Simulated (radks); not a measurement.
Coulomb parameter of the 4f shell of the thulium ion Tm+ in the model configuration [Xe] 4f11.5 5d1.5 6s1, as a second difference U = [E(n + 0.25) + E(n - 0.25) - 2 E(n)] / (0.25)^2 with all orbitals relaxed. "Bare": the charge of the atom changes with n. "Screened": the 5d shell takes up the change at fixed total charge, which measures U(4f,4f) + U(5d,5d) - 2 U(4f,5d). All-electron calculation, scalar-relativistic Kohn-Sham, r2SCAN, spin-unpolarised, spherical densities, finite nucleus; meta-GGA in the generalised Kohn-Sham scheme; Fermi nuclear charge, rms radius 5.2256 fm. Program: a radial shooting solver on a logarithmic mesh with Libxc functionals.

| case | configuration | E - E(n) (eV) |
|---|---|---|
| start | [Xe] 4f11.5 5d1.5 6s1 | 0.000 |
| bare +0.25 | [Xe] 4f11.75 5d1.5 6s1 | -4.445 |
| bare -0.25 | [Xe] 4f11.25 5d1.5 6s1 | 5.494 |
| screened +0.25 | [Xe] 4f11.75 5d1.25 6s1 | -2.630 |
| screened -0.25 | [Xe] 4f11.25 5d1.75 6s1 | 2.993 |

U(bare) = 16.779 eV, U(screened by 5d) = 5.803 eV, against the Slater integral F0(4f,4f) = 34.498 eV with frozen orbitals.
